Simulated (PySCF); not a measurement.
C3H7O2, SMILES C[C](O)CO, doublet (PBE0/def2-SVP optimised geometry):

```
12

C      0.050     1.020     0.000
C     -0.475     0.289    -1.180
O     -1.813     0.497    -1.388
C      0.058    -1.050    -1.559
O     -0.206    -2.062    -0.602
H     -0.277     0.559     0.953
H      1.150     1.020     0.000
H     -0.305     2.062     0.000
H     -2.073     0.046    -2.200
H      1.153    -1.004    -1.659
H     -0.340    -1.334    -2.559
H     -1.150    -2.031    -0.408
```

Method: unrestricted PBE0/def2-TZVP run with PySCF 2.14.0.

Problem. What are the frontier orbital energies (α orbitals alone; a β orbital can be the lowest empty one) and the dipole moment?

Solution. HOMO-2 -9.47 eV, HOMO-1 -8.12 eV, HOMO -5.09 eV, LUMO 0.59 eV, LUMO+1 1.74 eV; dipole moment 1.40 D.

Meta-Löwdin charges at PBE0/def2-TZVP: C1 -0.36, C2 0.13, O3 -0.47, C4 -0.03, O5 -0.54, H6 0.12, H7 0.13, H8 0.13, H9 0.35, H10 0.13, H11 0.08, H12 0.34.
